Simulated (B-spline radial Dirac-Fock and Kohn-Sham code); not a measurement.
## Two-hole binding energies of Au¹⁵⁺

System: Au¹⁵⁺, [Kr] 4d10 4f14 5s2 5p2.

Input file task.json (cfg lists n, l and occupation; rrms is the nuclear radius in fm):

```json
{"items": [{
  "Z": 79,
  "q": 15,
  "cfg": [[1, 0, 2], [2, 0, 2], [2, 1, 6], [3, 0, 2], [3, 1, 6], [3, 2, 10], [4, 0, 2], [4, 1, 6], [4, 2, 10], [4, 3, 14], [5, 0, 2], [5, 1, 2]],
  "A": 197,
  "rrms": 5.4371,
  "do": ["binding", "quiet", "double"]
}]}
```

Launch: `python xray_run.py task.json out`

Level of theory: Dirac-Fock energy differences between relaxed states, corrected for Breit and QED terms; an atomic code on a B-spline grid. U is the two-hole binding energy less the two single-hole energies, the effective repulsion of the holes after relaxation. Each two-hole energy is an average over J within one jj subconfiguration.

| holes | E(a) (eV) | E(b) (eV) | E(ab) (eV) | U (eV) |
| --- | --- | --- | --- | --- |
| 1s⁻² | 81059.2 | 81059.2 | 163680.8 | 1562.4 |
| 1s⁻¹ 2p1/2⁻¹ | 81059.2 | 14070.1 | 95606.3 | 477.1 |
| 1s⁻¹ 3d3/2⁻¹ | 81059.2 | 2621.7 | 83807.4 | 126.5 |
| 2s⁻¹ 2p1/2⁻¹ | 14696.8 | 14070.1 | 29016.7 | 249.8 |
| 2p1/2⁻² | 14070.1 | 14070.1 | 28474.8 | 334.6 |
| 2s⁻¹ 3p1/2⁻¹ | 14696.8 | 3483.3 | 18298.9 | 118.7 |
| 2p1/2⁻¹ 3s⁻¹ | 14070.1 | 3762.3 | 17946.4 | 114.1 |
| 2s⁻¹ 3d3/2⁻¹ | 14696.8 | 2621.7 | ? | ? |
| 2p1/2⁻¹ 3p3/2⁻¹ | 14070.1 | 3077.9 | 17262.3 | 114.4 |
| 2p1/2⁻¹ 3d5/2⁻¹ | 14070.1 | 2536.1 | 16727.5 | 121.3 |
| 2p3/2⁻¹ 3d3/2⁻¹ | 12254.7 | 2621.7 | 15000.7 | 124.3 |
| 3p1/2⁻¹ 3p3/2⁻¹ | 3483.3 | 3077.9 | 6643.3 | 82.0 |
| 4d5/2⁻² | 658.1 | 658.1 | 1358.1 | 41.9 |
| 4f5/2⁻¹ 4f7/2⁻¹ | 404.9 | 401.1 | 847.9 | 41.8 |

Q: Give the missing two-hole energy and U.

A: E(ab) = 17440.6 eV and U = 122.2 eV.

Values without a named source are computed, but for edge energies of neutral atoms, which are taken from tables.
